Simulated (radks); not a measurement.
The numbers below are computed, except where a source is named.
Pt48+, configuration [Ar] 3d10 4s1 5s1 (not the ground configuration). Code: a radial shooting solver on a logarithmic mesh with Libxc functionals. Model: scalar-relativistic Kohn-Sham, PBE, spin-polarised, spherical densities, point nucleus; open shells are filled with parallel spins first (spin-orbit coupling, left out, can overturn this in heavy ions).

Radial electron density D(r) = 4 pi r^2 rho(r):

| r (bohr) | D(r) (e/bohr) | spin D(r) |
|---|---|---|
| 0.0009349 | 8.899 | 0.0597 |
| 0.001063 | 10.76 | 0.0720 |
| 0.001208 | 12.98 | 0.0865 |
| 0.001373 | 15.61 | 0.104 |
| 0.00156 | 18.70 | 0.123 |
| 0.001759 | 22.07 | 0.145 |
| 0.001999 | 26.22 | 0.171 |
| 0.002272 | 30.99 | 0.200 |
| 0.002582 | 36.41 | 0.232 |
| 0.002935 | 42.49 | 0.268 |
| 0.003336 | 49.22 | 0.305 |
| 0.003761 | 56.06 | 0.341 |
| 0.004274 | 63.80 | 0.379 |
| 0.004858 | 71.82 | 0.414 |
| 0.005521 | 79.87 | 0.443 |
| 0.006275 | 87.61 | 0.463 |
| 0.007075 | 94.22 | 0.469 |
| 0.008042 | 100.2 | 0.459 |
| 0.00914 | 104.6 | 0.428 |
| 0.01039 | 107.1 | 0.375 |
| 0.01181 | 107.5 | 0.300 |
| 0.01331 | 106.0 | 0.216 |
| 0.01513 | 102.9 | 0.123 |
| 0.0172 | 99.06 | 0.0424 |
| 0.01954 | 95.58 | -0.000865 |
| 0.02221 | 93.89 | 0.0181 |
| 0.02504 | 95.12 | 0.111 |
| 0.02846 | 100.2 | 0.296 |
| 0.03235 | 109.1 | 0.553 |
| 0.03677 | 120.5 | 0.830 |
| 0.04179 | 131.9 | 1.05 |
| 0.0475 | 140.2 | 1.11 |
| 0.05355 | 142.6 | 0.981 |
| 0.06086 | 138.3 | 0.647 |
| 0.06917 | 128.1 | 0.241 |
| 0.07862 | 115.8 | -0.00890 |
| 0.08936 | 106.5 | 0.130 |
| 0.1007 | 104.2 | 0.684 |
| 0.1145 | 108.8 | 1.53 |
| 0.1301 | 116.9 | 2.17 |
| 0.1479 | 121.3 | 2.10 |
| 0.1681 | 115.9 | 1.27 |
| 0.1895 | 100.4 | 0.331 |
| 0.2154 | 76.42 | 0.0963 |
| 0.2448 | 51.43 | 1.22 |
| 0.2783 | 31.22 | 3.18 |
| 0.3163 | 17.68 | 4.62 |
| 0.3566 | 9.947 | 4.63 |
| 0.4053 | 5.255 | 3.62 |
| 0.4606 | 3.186 | 2.79 |
| 0.5236 | 2.886 | 2.82 |
| 0.595 | 3.066 | 3.06 |
| 0.6763 | 2.648 | 2.65 |
| 0.7625 | 1.716 | 1.72 |
| 0.8667 | 0.7655 | 0.766 |
| 0.985 | 0.2336 | 0.234 |
| 1.119 | 0.04726 | 0.0473 |
| 1.272 | 0.006103 | 0.00610 |
| 1.435 | 0.0005723 | 0.000572 |

D(r) has 4 maxima, at r = 0.0113, 0.0527, 0.148, 0.595 bohr, and minima at 0.0226, 0.0992, 0.507 bohr, inside which lie 1.92, 11.17, 29.11 electrons.
